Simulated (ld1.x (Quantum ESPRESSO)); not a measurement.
## How hard is this Br (Z = 35) PAW potential?

bromine, PAW, made with ld1.x (Quantum ESPRESSO) 7.5 (LDA (PZ), scalar-relativistic). Core [Ar], reference 3d10 4s2 4p5. Waves: 4s (bound): rcut 1.25, rcutus 1.35 bohr; 4s channel at -1.1 Ry: rcut 1.25, rcutus 1.35 bohr; 4p (bound): rcut 1.20, rcutus 1.65 bohr; 4p channel at 0.8 Ry: rcut 1.20, rcutus 1.65 bohr; 3d (bound): rcut 0.55, rcutus 0.60 bohr; 3d channel at -0.6 Ry: rcut 0.55, rcutus 0.60 bohr. Local part: all-electron potential smoothed inside 1.40 bohr (lloc = -1). Core correction: Bessel-smoothed model core inside 0.50 bohr. Augmentation charge: BG, radius 0.50 bohr.

The pseudo-atom Hamiltonian at the reference potential is diagonalised in spherical Bessel functions j_l(qr) that vanish at 20 bohr, with q² up to the cutoff. All-electron valence levels (Ry): 4s -1.4936, 4p -0.5885, 3d -4.9245.

Problem. How do the lowest levels (Ry) of each channel move with the cutoff, and are there ghosts?

Solution.

```json
{"cutoff (Ry)": "8", "s #1": "-1.4289", "p #1": "-0.5675", "p #2": "0.0342", "d #1": "0.0709", "d #2": "0.1449", "f #1": "0.1183", "f #2": "0.2526", "Σ f·Δε (mRy)": "50167.6"}
{"cutoff (Ry)": "15", "s #1": "-1.4748", "p #1": "-0.5875", "p #2": "0.0337", "d #1": "0.0674", "d #2": "0.1217", "f #1": "0.1183", "f #2": "0.2526", "Σ f·Δε (mRy)": "49941.1"}
{"cutoff (Ry)": "25", "s #1": "-1.4925", "p #1": "-0.5883", "p #2": "0.0336", "d #1": "0.0087", "d #2": "0.0804", "f #1": "0.1183", "f #2": "0.2526", "Σ f·Δε (mRy)": "49314.6"}
{"cutoff (Ry)": "35", "s #1": "-1.4929", "p #1": "-0.5885", "p #2": "0.0336", "d #1": "-0.1727", "d #2": "0.0755", "f #1": "0.1183", "f #2": "0.2526", "Σ f·Δε (mRy)": "47499.2"}
{"cutoff (Ry)": "50", "s #1": "-1.4935", "p #1": "-0.5885", "p #2": "0.0336", "d #1": "-0.5755", "d #2": "0.0740", "f #1": "0.1183", "f #2": "0.2526", "Σ f·Δε (mRy)": "43469.5"}
{"cutoff (Ry)": "70", "s #1": "-1.4936", "p #1": "-0.5885", "p #2": "0.0336", "d #1": "-1.2007", "d #2": "0.0733", "f #1": "0.1183", "f #2": "0.2526", "Σ f·Δε (mRy)": "37217.2"}
{"cutoff (Ry)": "100", "s #1": "-1.4936", "p #1": "-0.5885", "p #2": "0.0336", "d #1": "-2.3573", "d #2": "0.0727", "f #1": "0.1183", "f #2": "0.2526", "Σ f·Δε (mRy)": "25651.0"}
{"cutoff (Ry)": "140", "s #1": "-1.4936", "p #1": "-0.5885", "p #2": "0.0336", "d #1": "-3.8416", "d #2": "0.0722", "f #1": "0.1183", "f #2": "0.2526", "Σ f·Δε (mRy)": "10808.1"}
{"cutoff (Ry)": "180", "s #1": "-1.4936", "p #1": "-0.5885", "p #2": "0.0336", "d #1": "-4.5794", "d #2": "0.0720", "f #1": "0.1183", "f #2": "0.2526", "Σ f·Δε (mRy)": "3430.0"}
{"cutoff (Ry)": "260", "s #1": "-1.4936", "p #1": "-0.5885", "p #2": "0.0336", "d #1": "-4.9092", "d #2": "0.0720", "f #1": "0.1183", "f #2": "0.2526", "Σ f·Δε (mRy)": "132.7"}
{"cutoff (Ry)": "400", "s #1": "-1.4936", "p #1": "-0.5885", "p #2": "0.0336", "d #1": "-4.9224", "d #2": "0.0720", "f #1": "0.1183", "f #2": "0.2526", "Σ f·Δε (mRy)": "0.0"}
```

Result: no extra level below or beside the all-electron valence levels (s, p, d, f tested); 10 mRy is reached at over 300 Ry and 1 mRy at over 300 Ry.

Test run stopped at test 4 of 9 (negative rho).
